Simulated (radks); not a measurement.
Ionisation of the tellurium ion Te+, [Kr] 4d10 5s2 5p3, to [Kr] 4d10 5s2 5p2 as the strength of local exchange is varied. Calculated with a radial shooting solver on a logarithmic mesh with Libxc functionals: Dirac Kohn-Sham, Slater X-alpha exchange (alpha = 2/3 is LDA exchange), no correlation, spin-unpolarised, spherical densities, finite nucleus; open shells are shared between the two j in proportion to 2j + 1; Fermi nuclear charge, rms radius 4.7423 fm.

alpha  E(Te+) (hartree)  exchange (hartree)  IE (eV)  -e of the level emptied (eV)  <r> of it (bohr)
0.623       -6774.84953          -154.02708   16.488                11.971 (5p3/2)             2.563
0.63        -6776.58039          -155.79567   16.562                12.039 (5p3/2)             2.558
0.667       -6785.73618          -165.15788   16.959                12.402 (5p3/2)             2.536
0.705       -6795.15168          -174.79758   17.371                12.780 (5p3/2)             2.514
0.707       -6795.64758          -175.30562   17.393                12.800 (5p3/2)             2.513
0.721       -6799.11982          -178.86381   17.546                12.941 (5p3/2)             2.505
0.812       -6821.73046          -202.07396   18.557                13.873 (5p3/2)             2.455
0.86        -6833.68561          -214.37384   19.101                14.376 (5p3/2)             2.430

NIST Atomic Spectra Database: 18.6 +/- 0.4 eV (measured). The Delta-SCF value meets it near alpha = 0.82. Spin polarisation and multiplet splitting are left out, so open shells lie too high by an amount that depends on their filling. Sharing an open shell by 2j + 1 raises it above the true ground level by a part of the spin-orbit splitting, which enters the differences from NIST.

Beside tabulated values, note that spin-unpolarised runs miss the spin-polarisation part of the exchange energy of open shells.
